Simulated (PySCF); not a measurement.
PySCF input for B2O3, SMILES O=BOB=O, ADC(2)/aug-cc-pVDZ. Geometry optimised at PBE0-D3(BJ)/def2-SVP. The values are those of a single conformer.

```python
import numpy as np
from pyscf import gto, scf, dft, adc

mol = gto.M(
    atom='''
    O     0.00000000    0.00000000   -2.51583870
    B     0.00000000    0.00000000   -1.31015787
    O     0.00000000    0.00000000    0.00000000
    B     0.00000000    0.00000000    1.31015787
    O     0.00000000    0.00000000    2.51583870
    ''',
    basis='aug-cc-pVDZ',
    charge=0,
    spin=0,
    max_memory=1600,
    verbose=4,
)
mf = scf.RHF(mol)
mf.conv_tol = 1e-10
mf.max_cycle = 100
mf.kernel()
res = {}
for kind, nroots in (('ee', 6), ('ip', 6), ('ea', 2)):
    a = adc.ADC(mf).density_fit('aug-cc-pvdz-ri')
    a.method, a.method_type = 'adc(2)', kind
    e, v, p, x = a.kernel(nroots=nroots)
    res[kind] = (e * 27.211386245988, p)
a = adc.ADC(mf).density_fit('aug-cc-pvdz-ri')
a.method, a.method_type, a.ncvs = 'adc(2)-x', 'ip', 5
e, v, p, x = a.kernel(nroots=5)
res['core ip, CVS-ADC(2)-x'] = (e * 27.211386245988, p)
for kind, (e, p) in res.items():
    print(kind, 'energies / eV', np.round(e, 3), 'strengths', np.round(p, 4))
```

Log of the run:

```
PySCF version 2.14.0

[INPUT] verbose = 4
[INPUT] num. atoms = 5
[INPUT] num. electrons = 34
[INPUT] charge = 0
[INPUT] spin (= nelec alpha-beta = 2S) = 0
[INPUT] symmetry False subgroup None
[INPUT] Mole.unit = angstrom
[INPUT] Symbol           X                Y                Z      unit          X                Y                Z       unit  Magmom
[INPUT]  1 O      0.000000000000   0.000000000000  -2.515838700000 AA    0.000000000000   0.000000000000  -4.754246116582 Bohr   0.0
[INPUT]  2 B      0.000000000000   0.000000000000  -1.310157870000 AA    0.000000000000   0.000000000000  -2.475839554244 Bohr   0.0
[INPUT]  3 O      0.000000000000   0.000000000000   0.000000000000 AA    0.000000000000   0.000000000000   0.000000000000 Bohr   0.0
[INPUT]  4 B      0.000000000000   0.000000000000   1.310157870000 AA    0.000000000000   0.000000000000   2.475839554244 Bohr   0.0
[INPUT]  5 O      0.000000000000   0.000000000000   2.515838700000 AA    0.000000000000   0.000000000000   4.754246116582 Bohr   0.0

nuclear repulsion = 117.192324660574
number of shells = 40
number of NR pGTOs = 175
number of NR cGTOs = 115
basis = aug-cc-pVDZ
ecp = {}


[settings echo left out]
init E= -274.960114321938
  HOMO = -0.505319456913737  LUMO = -0.0267582002859958  gap/eV = 13.02232
cycle= 1 E= -273.940750913649  delta_E= 1.02  |g|= 0.952  |ddm|= 3.79
  HOMO = -0.437592541133364  LUMO = -0.00450050279544367  gap/eV = 11.78503
cycle= 2 E= -274.032633023251  delta_E= -0.0919  |g|= 0.818  |ddm|= 1.67
  HOMO = -0.530875900127369  LUMO = 0.0147066697977412  gap/eV = 14.84606
cycle= 3 E= -274.158678709776  delta_E= -0.126  |g|= 0.0751  |ddm|= 0.796
  HOMO = -0.518438349477036  LUMO = 0.017677519107866  gap/eV = 14.58846
cycle= 4 E= -274.160790045142  delta_E= -0.00211  |g|= 0.0307  |ddm|= 0.122
  HOMO = -0.517142596125155  LUMO = 0.0181734679203673  gap/eV = 14.56669
cycle= 5 E= -274.161162807583  delta_E= -0.000373  |g|= 0.0118  |ddm|= 0.0468
  HOMO = -0.517966408411894  LUMO = 0.0177971706875537  gap/eV = 14.57887
cycle= 6 E= -274.161220642383  delta_E= -5.78e-05  |g|= 0.00344  |ddm|= 0.0201
  HOMO = -0.517668615074299  LUMO = 0.0178813426872209  gap/eV = 14.57306
cycle= 7 E= -274.161227111375  delta_E= -6.47e-06  |g|= 0.000506  |ddm|= 0.00981
  HOMO = -0.51769835941365  LUMO = 0.0178957499246915  gap/eV = 14.57426
cycle= 8 E= -274.161227214046  delta_E= -1.03e-07  |g|= 8.23e-05  |ddm|= 0.00153
  HOMO = -0.517688700011604  LUMO = 0.0178980296967604  gap/eV = 14.57406
cycle= 9 E= -274.161227216639  delta_E= -2.59e-09  |g|= 1.4e-05  |ddm|= 0.000233
  HOMO = -0.517690203445034  LUMO = 0.0178973668967082  gap/eV = 14.57408
cycle= 10 E= -274.161227216732  delta_E= -9.34e-11  |g|= 2.09e-06  |ddm|= 3.44e-05
  HOMO = -0.517690137120546  LUMO = 0.0178973805856559  gap/eV = 14.57408
Extra cycle  E= -274.161227216734  delta_E= -2.39e-12  |g|= 7.41e-07  |ddm|= 5.06e-06
converged SCF energy = -274.161227216734

******** <class 'pyscf.adc.radc.RADC'> ********
******** ADC Orbital Information ********
Number of Frozen Occupied Orbitals: 0
Number of Frozen Virtual Orbitals: 0
Number of Active Occupied Orbitals: 17
Number of Active Virtual Orbitals: 98
*****************************************
******** <class 'pyscf.df.df.DF'> ********
auxbasis = aug-cc-pvdz-ri
Reference correlation energy (doubles): -0.73591041
MP2 correlation energy of reference state (a.u.) = -0.73591041

******** <class 'pyscf.adc.radc_ee.RADCEE'> ********
max_space = 12
max_cycle = 50
conv_tol = 1e-08

*************************************************************
        ADC calculation summary (singlet states only)
*************************************************************
adc(2) root 0  |  Energy (Eh) =   0.2668116039  |  Energy (eV) =   7.26031355  |  Osc. strength = 0.05871954  |  conv = True
adc(2) root 1  |  Energy (Eh) =   0.2668116039  |  Energy (eV) =   7.26031355  |  Osc. strength = 0.05871954  |  conv = True
adc(2) root 2  |  Energy (Eh) =   0.2947936340  |  Energy (eV) =   8.02174337  |  Osc. strength = 0.00000000  |  conv = True
adc(2) root 3  |  Energy (Eh) =   0.2947936340  |  Energy (eV) =   8.02174337  |  Osc. strength = 0.00000000  |  conv = True
adc(2) root 4  |  Energy (Eh) =   0.3344658117  |  Energy (eV) =   9.10127831  |  Osc. strength = 0.00000000  |  conv = True
adc(2) root 5  |  Energy (Eh) =   0.3380879014  |  Energy (eV) =   9.19984039  |  Osc. strength = 0.00000000  |  conv = True

******** <class 'pyscf.adc.radc.RADC'> ********
******** ADC Orbital Information ********
Number of Frozen Occupied Orbitals: 0
Number of Frozen Virtual Orbitals: 0
Number of Active Occupied Orbitals: 17
Number of Active Virtual Orbitals: 98
*****************************************
******** <class 'pyscf.df.df.DF'> ********
auxbasis = aug-cc-pvdz-ri
Reference correlation energy (doubles): -0.73591041
MP2 correlation energy of reference state (a.u.) = -0.73591041

******** <class 'pyscf.adc.radc_ip.RADCIP'> ********
max_space = 12
max_cycle = 50
conv_tol = 1e-08

*************************************************************
        ADC calculation summary (doublet states only)
*************************************************************
adc(2) root 0  |  Energy (Eh) =   0.4390973533  |  Energy (eV) =  11.94844758  |  Spec. factor = 1.73150765  |  conv = True
adc(2) root 1  |  Energy (Eh) =   0.4390973533  |  Energy (eV) =  11.94844758  |  Spec. factor = 1.73150765  |  conv = True
adc(2) root 2  |  Energy (Eh) =   0.4719564595  |  Energy (eV) =  12.84258940  |  Spec. factor = 1.73959399  |  conv = True
adc(2) root 3  |  Energy (Eh) =   0.4719564595  |  Energy (eV) =  12.84258940  |  Spec. factor = 1.73959399  |  conv = True
adc(2) root 4  |  Energy (Eh) =   0.5100175792  |  Energy (eV) =  13.87828523  |  Spec. factor = 1.68890394  |  conv = True
adc(2) root 5  |  Energy (Eh) =   0.5119657939  |  Energy (eV) =  13.93129885  |  Spec. factor = 1.69015695  |  conv = True

******** <class 'pyscf.adc.radc.RADC'> ********
******** ADC Orbital Information ********
Number of Frozen Occupied Orbitals: 0
Number of Frozen Virtual Orbitals: 0
Number of Active Occupied Orbitals: 17
Number of Active Virtual Orbitals: 98
*****************************************
******** <class 'pyscf.df.df.DF'> ********
auxbasis = aug-cc-pvdz-ri
Reference correlation energy (doubles): -0.73591041
MP2 correlation energy of reference state (a.u.) = -0.73591041

******** <class 'pyscf.adc.radc_ea.RADCEA'> ********
max_space = 12
max_cycle = 50
conv_tol = 1e-08

*************************************************************
        ADC calculation summary (doublet states only)
*************************************************************
adc(2) root 0  |  Energy (Eh) =  -0.0025998077  |  Energy (eV) =  -0.07074437  |  Spec. factor = 1.95425641  |  conv = True
adc(2) root 1  |  Energy (Eh) =   0.0357064931  |  Energy (eV) =   0.97162317  |  Spec. factor = 1.98706305  |  conv = True

******** <class 'pyscf.adc.radc.RADC'> ********
******** ADC Orbital Information ********
Number of Frozen Occupied Orbitals: 0
Number of Frozen Virtual Orbitals: 0
Number of Active Occupied Orbitals: 17
Number of Active Virtual Orbitals: 98
*****************************************
******** <class 'pyscf.df.df.DF'> ********
auxbasis = aug-cc-pvdz-ri
Reference correlation energy (doubles): -0.73591041
MP2 correlation energy of reference state (a.u.) = -0.73591041

******** <class 'pyscf.adc.radc_ip_cvs.RADCIPCVS'> ********
max_space = 12
max_cycle = 50
conv_tol = 1e-08

*************************************************************
        ADC calculation summary (doublet states only)
*************************************************************
adc(2)-x root 0  |  Energy (Eh) =   7.4348599529  |  Energy (eV) = 202.31284418  |  Spec. factor = 1.59805002  |  conv = True
adc(2)-x root 1  |  Energy (Eh) =   7.4349253237  |  Energy (eV) = 202.31462301  |  Spec. factor = 1.59804250  |  conv = True
adc(2)-x root 2  |  Energy (Eh) =   7.8279934946  |  Energy (eV) = 213.01055274  |  Spec. factor = 0.00022492  |  conv = False
adc(2)-x root 3  |  Energy (Eh) =   7.8280307225  |  Energy (eV) = 213.01156577  |  Spec. factor = 0.00024210  |  conv = False
adc(2)-x root 4  |  Energy (Eh) =   7.8604277961  |  Energy (eV) = 213.89313504  |  Spec. factor = 0.01081173  |  conv = False

WARN: Davidson iterations for 3 root(s) did not converge!!!

ee energies / eV [7.26  7.26  8.022 8.022 9.101 9.2  ] strengths [0.0587 0.0587 0.     0.     0.     0.    ]
ip energies / eV [11.948 11.948 12.843 12.843 13.878 13.931] strengths [1.7315 1.7315 1.7396 1.7396 1.6889 1.6902]
ea energies / eV [-0.071  0.972] strengths [1.9543 1.9871]
core ip, CVS-ADC(2)-x energies / eV [202.313 202.315 213.011 213.012 213.893] strengths [1.5981e+00 1.5980e+00 2.0000e-04 2.0000e-04 1.0800e-02]
```

The run did not converge; its last values are not results.
